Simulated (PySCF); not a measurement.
Several orderings of computed values.

All species are isolated and taken at one optimised geometry, non-relativistic unless stated. Electronic properties by PySCF.

Dipoles, sizes and rotational constants follow the conformer. The torsions of the flexible species, by atom-mapped SMILES:
- `[N:1]#[C:2][C@@:3]1([CH2:4][F:5])[CH2:6][CH2:7][O:8]1`: C2–C3–C4–F5 165°
- `[CH3:1][CH2:2][CH2:3][S:4][C:5]([F:6])([F:7])[F:8]`: C1–C2–C3–S4 173°, C2–C3–S4–C5 73°, C3–S4–C5–F6 -76°
- `[O:1]=[CH:2][NH:3][C:4]1=[CH:5][CH2:6][O:7][CH2:8]1`: O1–C2–N3–C4 0°, C2–N3–C4–C5 180°
- `[CH3:1][C:2](=[O:3])/[CH:4]=[CH:5]\[C:6]([NH2:7])=[O:8]`: C1–C2–C4–C5 157°, C4–C5–C6–N7 31°, H–N7–C6–C5 -177°, H–N7–C6–C5 -14°
- `[NH2:1][C:2](=[O:3])[C@@H:4]1[CH:5]=[CH:6][CH2:7][O:8]1`: N1–C2–C4–C5 119°, H–N1–C2–O3 -176°, H–N1–C2–O3 -4°
- `[CH3:1][CH2:2][S:3][CH2:4][C:5]([F:6])([F:7])[F:8]`: C1–C2–S3–C4 60°, C2–S3–C4–C5 65°, S3–C4–C5–F6 44°
- `[CH3:1][O:2][C@H:3]([C:4]#[N:5])[CH2:6][CH:7]=[O:8]`: C1–O2–C3–C4 -66°, O2–C3–C6–C7 -160°, C3–C6–C7–O8 7°

**Question.** Rank by HOMO–LUMO gap, lowest first (PBE0/def2-SVPD at GFN2-xTB geometries).
A. `N#C[C@@]1(CF)CCO1`
B. `CCSCC(F)(F)F`
C. `CCCSC(F)(F)F`
D. `CC(=O)/C=C\C(N)=O`
E. `O=CNC1=CCOC1`
F. `NC(=O)[C@@H]1C=CCO1`

**Answer.** D (5.03 eV), E (5.96 eV), F (6.77 eV), B (7.26 eV), C (7.38 eV), A (8.08 eV).

**Question.** Rank by lowest singlet excitation, lowest first (TDDFT PBE0/def2-SVPD at GFN2-xTB geometries).
A. `CC(=O)/C=C\C(=O)N`
B. `CO[C@H](C#N)CC=O`
C. `O=CNC1=CCOC1`
D. `CCCSC(F)(F)F`
E. `NC(=O)[C@@H]1C=CCO1`

**Answer.** A (3.64 eV), B (4.42 eV), C (5.22 eV), E (5.46 eV), D (5.66 eV).

**Question.** Give the two extremes of that set as wavelengths.

**Answer.** `CC(=O)/C=C\C(N)=O`: 341 nm; `CCCSC(F)(F)F`: 219 nm.

**Question.** Rank by electronic spatial extent ⟨r²⟩ about the centre of nuclear charge, highest first (PBE0/def2-SVPD at GFN2-xTB geometries).
A. `O=CNC1=CCOC1`
B. `NC(/C=C\C(=O)C)=O`
C. `CCCSC(F)(F)F`
D. `CO[C@H](C#N)CC=O`
E. `C1C=C[C@@H](C(=O)N)O1`
F. `CCSCC(F)(F)F`

**Answer.** C (1325 bohr²), F (1213 bohr²), B (1115 bohr²), D (1062 bohr²), A (998 bohr²), E (883 bohr²).

**Question.** By how much do the two ends of that ranking differ?

**Answer.** By 442 bohr², between `CCCSC(F)(F)F` and `NC(=O)[C@@H]1C=CCO1`.

**Question.** Rank by static isotropic polarisability, lowest first (PBE0/def2-SVPD at GFN2-xTB geometries).
A. `N#C[C@@]1(CF)CCO1`
B. `NC(=O)[C@@H]1C=CCO1`
C. `CCCSC(F)(F)F`
D. `O=CNC1=CCOC1`

**Answer.** A (64.0 au), B (70.8 au), C (73.3 au), D (75.3 au).

**Question.** Give the two extremes of that set as polarisability volumes in Å³.

**Answer.** `N#C[C@@]1(CF)CCO1`: 9.48 Å³; `O=CNC1=CCOC1`: 11.17 Å³.

**Question.** Rank by smallest rotational constant, lowest first (GFN2-xTB).
A. `CC(=O)/C=C\C(N)=O`
B. `NC(=O)[C@@H]1C=CCO1`
C. `CCCSC(F)(F)F`
D. `[C@@H](CC=O)(OC)C#N`

**Answer.** C (0.898 GHz), A (1.022 GHz), D (1.131 GHz), B (1.386 GHz).

**Question.** Rank by dipole moment, lowest first (PBE0/def2-SVPD at GFN2-xTB geometries).
A. `C1C(=CCO1)NC=O`
B. `CCSCC(F)(F)F`
C. `CC(=O)/C=C\C(N)=O`
D. `CCCSC(F)(F)F`
E. `N#C[C@@]1(CF)CCO1`
F. `C([C@H](OC)C#N)C=O`
G. `NC(=O)[C@@H]1C=CCO1`

**Answer.** B (2.11 D), D (2.63 D), E (2.87 D), G (3.45 D), F (4.00 D), C (4.32 D), A (4.67 D).

**Question.** By how much do the two ends of that ranking differ?

**Answer.** By 2.56 D, between `O=CNC1=CCOC1` and `CCSCC(F)(F)F`.
